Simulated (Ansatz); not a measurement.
Total energies of CH₃BrSn, SMILES `[CH3][Sn][Br]`.

Cartesian coordinates in Å:
```
C 0.315 0.640 -0.036
Sn -0.970 -0.593 1.218
Br -0.961 -2.558 -0.386
H -0.149 0.763 -1.018
H 1.270 0.127 -0.185
H 0.496 1.621 0.407
```

The species carries charge 0 and has multiplicity 1. Correlated methods include outer-core shells of Br, Sn, which these sets cover unevenly. Scalar relativity is left out up to krypton. Sn: def2 effective core potential. The structure was optimised at the PBE0-D4/def2-TZVP level. Basis def2-TZVPP, the Gaussian-basis code of Ansatz.

RPA on PBE orbitals: Hartree–Fock energy of these orbitals -2825.40948 Eh, correlation -1.13604 Eh (frozen core).

```json
{"functional": "r2SCANh", "energy without D4 (Eh)": "-2828.46177", "D4 term (kJ/mol)": "-3.2"}
{"functional": "HSE06 (plane-wave form)", "energy without D4 (Eh)": "-2828.09414", "D4 term (kJ/mol)": "-10.9"}
```

Give the same for LDA (SPW92), PBE, revPBE, BLYP, r2SCAN, B97M-V, PBE0, B3LYP, r2SCAN0, BHLYP, CAM-B3LYP, LC-ωPBE, ωB97X-V, ωB97M-V, B2PLYP, PBE-QIDH. (Estimate.)

Computed: 
| functional | energy without D4 (Eh) | D4 term (kJ/mol) |
| --- | --- | --- |
| LDA (SPW92) | -2824.15504 | – |
| PBE | -2827.99041 | -13.5 |
| revPBE | -2828.25178 | -33.8 |
| BLYP | -2828.39059 | -28.9 |
| r2SCAN | -2828.47569 | -2.9 |
| B97M-V | -2827.97184 | – |
| PBE0 | -2828.09362 | -11.5 |
| B3LYP | -2828.54432 | -22.4 |
| r2SCAN0 | -2828.44195 | -3.6 |
| BHLYP | -2828.33218 | -21.1 |
| CAM-B3LYP | -2828.51968 | -12.0 |
| LC-ωPBE | -2828.07971 | – |
| ωB97X-V | -2828.16590 | – |
| ωB97M-V | -2828.21809 | – |
| B2PLYP | -2827.80647 | – |
| PBE-QIDH | -2827.57933 | – |

B3LYP takes the VWN-RPA correlation (the form of Gaussian; ORCA's B3LYP/G). HSE06 is the plane-wave form, built on full-range PBE exchange. The double hybrids freeze the cores in their second-order part.

LC-ωPBE has ω = 0.4 bohr⁻¹.
